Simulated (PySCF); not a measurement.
From one molecule to another.

First species: C3H7NOSi.
Z-matrix (Å and degrees, GFN2-xTB geometry), rows numbered from 1:
```
C 
C   1  1.3253
Si  2  1.8865  1  125.21
C   3  1.9285  2  107.28  1  -109.09
N   4  1.3532  3  117.18  2    22.30
O   4  1.2158  3  121.41  2  -159.00
H   1  1.0781  2  121.58  3    -1.06
H   1  1.0799  2  122.82  3   179.39
H   2  1.0856  1  117.74  3  -179.60
H   3  1.4655  2  110.36  1     7.98
H   3  1.4619  2  111.15  1   132.76
H   5  1.0043  4  121.64  3    -1.58
H   5  1.0094  4  119.59  3   178.78
```

Second species: C5H6ClFO.
Numbering: `[CH3:1][C:2]([CH3:3])=[C:4]([Cl:5])[C:6](=[O:7])[F:8]` (hydrogens: H9, H10, H11 on C1; H12, H13, H14 on C3)

Levels: CAM-B3LYP/def2-SVPD for dipole moment, HOMO energy, LUMO energy, HOMO–LUMO gap, static isotropic polarisability and electronic spatial extent ⟨r²⟩ about the centre of nuclear charge; TDDFT CAM-B3LYP/def2-SVPD for lowest singlet excitation; TDA CAM-B3LYP/def2-SVPD for lowest triplet excitation (Tamm–Dancoff); GFN2-xTB for rotational constant A and rotational constant C. Geometries: GFN2-xTB. All species are isolated and taken at one optimised geometry, non-relativistic unless stated. Electronic properties by PySCF.

Dipoles, sizes and rotational constants follow the conformer. The torsions of the flexible species, by atom-mapped SMILES:
- `[CH2:1]=[CH:2][SiH2:3][C:4]([NH2:5])=[O:6]`: C1–C2–Si3–C4 -109°, C2–Si3–C4–N5 22°, H–N5–C4–Si3 -2°, H–N5–C4–Si3 179°
- `[CH3:1][C:2]([CH3:3])=[C:4]([Cl:5])[C:6](=[O:7])[F:8]`: C2–C4–C6–O7 1°

Values for the first species:

- Dipole moment: 4.37 D
- HOMO energy: -8.33 eV
- LUMO energy: 0.33 eV
- HOMO–LUMO gap: 8.66 eV
- Lowest singlet excitation: 4.79 eV
- Lowest triplet excitation (Tamm–Dancoff): 4.18 eV
- Static isotropic polarisability: 75.3 au
- Electronic spatial extent ⟨r²⟩ about the centre of nuclear charge: 857 bohr²
- Rotational constant A: 5.628 GHz
- Rotational constant C: 1.395 GHz

**Question.** Estimate the same properties for the second species, and the change in each.

**Answer.** 
| property | first | second | second less first |
| --- | --- | --- | --- |
| dipole moment | 4.37 D | 4.13 D | -0.24 D |
| HOMO energy | -8.33 eV | -8.95 eV | -0.62 eV |
| LUMO energy | 0.33 eV | -0.91 eV | -1.24 eV |
| HOMO–LUMO gap | 8.66 eV | 8.04 eV | -0.62 eV |
| lowest singlet excitation | 4.79 eV | 5.23 eV | +0.44 eV |
| lowest triplet excitation (Tamm–Dancoff) | 4.18 eV | 3.30 eV | -0.88 eV |
| static isotropic polarisability | 75.3 au | 78.7 au | +3.4 au |
| electronic spatial extent ⟨r²⟩ about the centre of nuclear charge | 857 bohr² | 1182 bohr² | +325 bohr² |
| rotational constant A | 5.628 GHz | 2.031 GHz | -3.597 GHz |
| rotational constant C | 1.395 GHz | 0.927 GHz | -0.468 GHz |

On the first: A dipole of 4.37 D is allowed in C1, and pure rotational transitions are dipole-allowed. In wavenumbers S1 is 38600 cm⁻¹ (1 eV = 8065.54 cm⁻¹).

On the second: The 8 singlets span 5.23 to 7.84 eV, and their oscillator strengths add up to 0.40. S1 lies 2.81 eV below the HOMO–LUMO gap; its leading configuration is HOMO−1→LUMO, weight 0.59.
